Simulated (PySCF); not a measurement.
Computed shifts of a molecule C2H10OSi3, PBE/pcSseg-1 run with PySCF, GIAO, gas phase, atoms alike by connectivity averaged where their shifts nearly agree, in ppm (number of nuclei): ²⁹Si: 9.0 (1), -33.5 (1), -73.9 (1). ¹³C: 58.1 (1), -8.8 (1). ¹H: 5.66 (1), 5.58 (1), 4.82 (1), 4.69 (1), 4.68 (1), 4.23 (3), 0.88 (1), 0.66 (1). References: ²⁹Si against TMS (σ = 335.4 ppm); ¹³C against TMS (σ = 182.0 ppm); ¹⁷O against H2O (σ = 334.3 ppm); ¹H against TMS (σ = 31.49 ppm), references at their B3LYP-D3(BJ)/def2-TZVP geometries, non-relativistic. Geometry: PBE0-D3(BJ)/def2-SVP. The values are those of a single conformer.

**Question.** Which molecule gave these data?
(A) [SiH3][C@H]1O[SiH2]C[SiH2]1
(B) O[Si@@H]1C[SiH2][C@H]1[SiH3]
(C) C1O[SiH2][SiH2]C[SiH2]1
(D) [SiH3]/C=C/[SiH2]O[SiH3]

**Answer.** A, [SiH3][C@H]1O[SiH2]C[SiH2]1
